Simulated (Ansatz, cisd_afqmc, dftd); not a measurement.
Reaction: BNH- (SMILES B=[N-]) → BNH- (SMILES [B-]=N)
Each species at its own B3LYP-D3(BJ)/def2-TZVP minimum (Ansatz, an electronic-structure program).

Wanted: isomerisation energy (electronic), in kcal/mol. Open shells are spin-unrestricted; no spin-orbit coupling. Correlated methods leave the cores frozen. Rows without X2C or -DK are non-relativistic. AFQMC is phaseless with a CISD trial state; ± is one standard error, without the phaseless bias. Outlying blocks are dropped, and bars are widened where a walk drifts. Over all cases where full CI ran beside it in this data, AFQMC minus full CI had a median of +0.1 mEh and passed +0.4 mEh in a tenth of the cases. CBS(X,Y): correlation extrapolated as X^-3, Hartree-Fock from the larger set. A bracket is a step between two methods taken in the basis named. Functionals run without relativity, which enters their misses. '+ core + X2C': CCSD(T) terms for core correlation (cc-pwCVTZ) and scalar relativity (cc-pVTZ-DK). def2-TZVPD holds few diffuse functions, which lowers the functionals' binding of the extra electron.

```json
[
 {"level": "r2SCAN-D3(BJ)/def2-TZVPD", "program": "Ansatz + dftd3", "isomerisation energy (kcal/mol)": "8.2", "difference against the last row": "-0.8"},
 {"level": "B3LYP-D3(BJ)/def2-TZVPD", "program": "Ansatz + dftd3", "isomerisation energy (kcal/mol)": "8.4", "difference against the last row": "-0.6"},
 {"level": "B3LYP/def2-TZVPD", "program": "Ansatz", "isomerisation energy (kcal/mol)": "8.5", "difference against the last row": "-0.5"},
 {"level": "MP2/aug-cc-pVTZ", "program": "Ansatz", "isomerisation energy (kcal/mol)": "11.5", "difference against the last row": "2.5"},
 {"level": "CCSDT(Q)/aug-cc-pVDZ", "program": "Ansatz", "isomerisation energy (kcal/mol)": "8.9", "difference against the last row": "-0.1"},
 {"level": "CCSDT(Q)/aug-cc-pVTZ", "program": "Ansatz", "isomerisation energy (kcal/mol)": "8.4", "difference against the last row": "-0.6"},
 {"level": "CCSDTQ/aug-cc-pVDZ", "program": "Ansatz", "isomerisation energy (kcal/mol)": "8.8", "difference against the last row": "-0.2"},
 {"level": "AFQMC/CISD/aug-cc-pVDZ", "program": "cisd_afqmc", "isomerisation energy (kcal/mol)": "8.7 ± 0.4", "difference against the last row": "-0.3"},
 {"level": "CCSD(T)/CBS(aug-cc-pVTZ,aug-cc-pVQZ) + [CCSDT(Q) - CCSD(T)]/aug-cc-pVTZ + [CCSDTQ - CCSDT(Q)]/aug-cc-pVDZ + core + X2C", "program": "Ansatz", "isomerisation energy (kcal/mol)": "9.0", "difference against the last row": "0.0"}
]
```
